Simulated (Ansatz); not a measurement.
Relaxation of a periodic cell of 18 atoms, H₁₂CO₅ (contents 4 H2O + 1 CH3OH, density as packed 0.71 g/cm³ with natural masses), to a largest force component of 0.3 eV/Å in at most 15 steps.

Level of theory: DFT PBE, scalar-relativistic, plane waves, PAW in Ansatz 0.2.0. Settings: accuracy low, cutoff 420 eV, k mesh 1x1x1, fermi-dirac smearing 0.05 eV, no spin polarisation.

```xyz
18
Lattice="6.2411 0.0000 0.0000 0.0000 6.2411 0.0000 0.0000 0.0000 6.2411" Properties=species:S:1:pos:R:3
O 5.727 0.996 1.645
H 5.597 0.311 0.972
H 5.549 0.539 2.481
O 2.725 1.384 0.923
H 2.338 0.732 1.525
H 2.080 2.106 0.914
O 2.961 5.037 5.429
H 3.254 5.709 6.062
H 3.708 4.423 5.377
O 5.154 1.788 4.259
H 5.967 2.242 3.991
H 4.456 2.437 4.088
C 0.863 4.631 2.308
O 0.793 4.650 3.729
H -0.106 4.979 1.950
H 1.649 4.343 4.065
H 1.639 5.302 1.920
H 1.038 3.623 1.913
```

Task: Where does it end, and by what steps?

Result: It converged. The threshold is loose, so the end isn't yet a minimum. The force dipped under the threshold on the way, but the program's further checks kept it going. Limits of this set-up: coarse k mesh, low accuracy level. After 9 steps the energy has fallen by 1.547 eV; H5 moved furthest, 1.16 Å.

```json
{"step": "0", "energy less start (eV)": "0.0000", "largest force component (eV/Å)": "0.522", "accepted": "yes"}
{"step": "1", "energy less start (eV)": "-0.3591", "largest force component (eV/Å)": "1.378", "accepted": "yes"}
{"step": "2", "energy less start (eV)": "-0.6070", "largest force component (eV/Å)": "1.877", "accepted": "yes"}
{"step": "3", "energy less start (eV)": "-0.8394", "largest force component (eV/Å)": "1.432", "accepted": "yes"}
{"step": "4", "energy less start (eV)": "-1.0756", "largest force component (eV/Å)": "1.631", "accepted": "yes"}
{"step": "5", "energy less start (eV)": "-1.2962", "largest force component (eV/Å)": "0.837", "accepted": "yes"}
{"step": "6", "energy less start (eV)": "-1.4172", "largest force component (eV/Å)": "0.619", "accepted": "yes"}
{"step": "7", "energy less start (eV)": "-1.4744", "largest force component (eV/Å)": "1.430", "accepted": "yes"}
{"step": "8", "energy less start (eV)": "-1.5469", "largest force component (eV/Å)": "0.120", "accepted": "yes"}
{"step": "9", "energy less start (eV)": "-1.5469", "largest force component (eV/Å)": "0.120", "accepted": "yes"}
```

```xyz
18
Lattice="6.2411 0.0000 0.0000 0.0000 6.2411 0.0000 0.0000 0.0000 6.2411" Properties=species:S:1:pos:R:3
O 6.063 0.751 1.776
H 5.311 0.856 1.175
H 5.770 1.215 2.605
O 2.210 1.057 0.539
H 1.333 0.999 1.013
H 2.178 1.902 0.063
O 2.793 4.965 5.507
H 2.572 5.846 5.920
H 3.688 5.086 5.155
O 5.279 2.062 4.075
H 5.931 2.827 4.089
H 4.405 2.464 3.950
C 1.305 4.169 2.576
O 0.796 4.041 3.912
H 0.449 4.191 1.892
H 1.508 4.362 4.528
H 1.840 5.115 2.458
H 1.962 3.325 2.315
```

Whether the end is a true minimum wasn't checked by a vibrational analysis.

Run time: 14 s on 1 thread of Arm Neoverse V1, with other jobs on the host, peak memory 0.33 GiB.
